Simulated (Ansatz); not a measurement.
`C=NBC`, charge 0, multiplicity 1.

Question: Give a relaxed structure at PBE0-D4/def2-TZVP (Ansatz). (An estimate is asked.)

Answer: Computed: 
```xyz
10

C     0.869   -0.666    1.784
N     0.650   -0.221    0.648
B     0.410    0.269   -0.597
C    -1.046    0.409   -1.177
H     1.028   -1.735    1.960
H     0.915   -0.010    2.659
H     1.378    0.590   -1.234
H    -1.242    1.452   -1.447
H    -1.827    0.077   -0.490
H    -1.135   -0.164   -2.106
```
Point group Cs.
This is one stationary point; other conformers may exist.
